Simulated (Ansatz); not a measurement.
`[F][Sn]([F])([F])[Cl]` + H–F → `[F][Sn]([F])([F])[F]` + HCl at 700 K and 1 bar (ligand exchange at the Sn–Cl bond).

Program: Ansatz. Geometries: PBE0-D4/def2-TZVP. ΔE: electronic, gas phase. CCSD(T)/CBS adds triple-zeta CCSD(T) − MP2 to the extrapolated MP2 energy (def2 sets, frozen cores). This one scheme is used for every species. Elements past krypton have def2 core potentials. For Sn outer-core shells are correlated without core-valence functions, which leaves a few kJ/mol of doubt a bond.

```json
{"species": "`[F][Sn]([F])([F])[Cl]`", "CCSD(T)/CBS energy (Eh)": "-973.31691", "H − E (kJ/mol)": "79.0", "S (J/(mol·K))": "430.5"}
{"species": "H–F", "CCSD(T)/CBS energy (Eh)": "-100.39570", "H − E (kJ/mol)": "45.2", "S (J/(mol·K))": "198.5"}
{"species": "`[F][Sn]([F])([F])[F]`", "CCSD(T)/CBS energy (Eh)": "-613.31403", "H − E (kJ/mol)": "79.6", "S (J/(mol·K))": "406.5"}
{"species": "HCl", "CCSD(T)/CBS energy (Eh)": "-460.38127", "H − E (kJ/mol)": "38.4", "S (J/(mol·K))": "211.8"}
```

H − E and S are ideal-gas, rigid-rotor, harmonic terms from PBE0-D4/def2-TZVP. 1 Eh = 2625.50 kJ/mol, R = 8.31446 J/(mol·K).

**Question.** By hand: ΔE, ΔH, ΔS and ΔG.

**Answer.** ΔE = (-613.31403) + (-460.38127) − (-973.31691) − (-100.39570) = 0.01731 Eh = 45.4 kJ/mol. Δ(H − E) = 79.6 + 38.4 − 79.0 − 45.2 = -6.2, so ΔH = 39.2 kJ/mol. ΔS = 406.5 + 211.8 − 430.5 − 198.5 = -10.7 J/(mol·K). ΔG = 39.2 − 700 × (-10.7)/1000 = 46.7 kJ/mol.

**Question.** By hand: the equilibrium constant, and the temperature at which ΔG would vanish if ΔH and ΔS stayed fixed.

**Answer.** log₁₀ K = −ΔG/(RT ln 10) = -3.5. ΔH and −TΔS have one sign here, so there is no such temperature.

The number of gas molecules stays the same, so ΔS is small and ΔH decides. A doubt of 5 kJ/mol in ΔE shifts log₁₀ K by 0.4 here. These are equilibria of isolated gas molecules and say nothing of rates. Largest T1 diagnostic: 0.015 (customary marks: 0.02 for closed shells, 0.045 for open ones).
